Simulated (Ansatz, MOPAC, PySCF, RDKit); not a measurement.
Noncovalent pair: GeH4O (SMILES [OH][GeH3]) (first 6 atoms) with NH3 (SMILES N); geometry from B3LYP-D3(BJ)/def2-TZVP, rigid monomers moved along the line of their centres of mass till H3···N7 is 1.73 Å.
(charge 0, multiplicity 1):
```xyz
10

O     -0.3625     0.7143     0.5752
Ge     0.5148    -0.7074    -0.0353
H     -0.4611     0.6907     1.5500
H      1.9372    -0.7770     0.5683
H      0.5841    -0.5258    -1.5584
H     -0.2374    -2.0114     0.3202
N     -0.6154     0.6063     3.2739
H     -1.5924     0.7762     3.4846
H     -0.3451    -0.2522     3.7405
H     -0.0763     1.3616     3.6822
```

Interaction energies are E(AB) − E(A) − E(B) at the monomers' geometry in the complex; basis-set methods are counterpoise corrected. RDKit's UFF carries no charges.

Rows in 6-31G* carry no dispersion term and start afresh at each structure (6-31G* with six Cartesian d functions); the Pople sets are all-electron and without relativity. The state that PM6 reach isn't checked.

Run with Ansatz (Gaussian basis) for Hartree–Fock, density functionals and correlated methods; MOPAC for PM6 (differences of heats of formation); PySCF for 6-31G* rows; RDKit for the force fields. Values without a source in brackets are computed.

Question: One of these levels gives -17.2 kJ/mol for the interaction energy. Which?
(A) HF/6-31G*
(B) UFF
(C) r2SCAN/def2-TZVPPD
(D) PM6

Answer: A, HF/6-31G*. The others give 423.1 (UFF), -3.9 (PM6), -30.3 (r2SCAN/def2-TZVPPD)

Ansatz is a first-principles code.
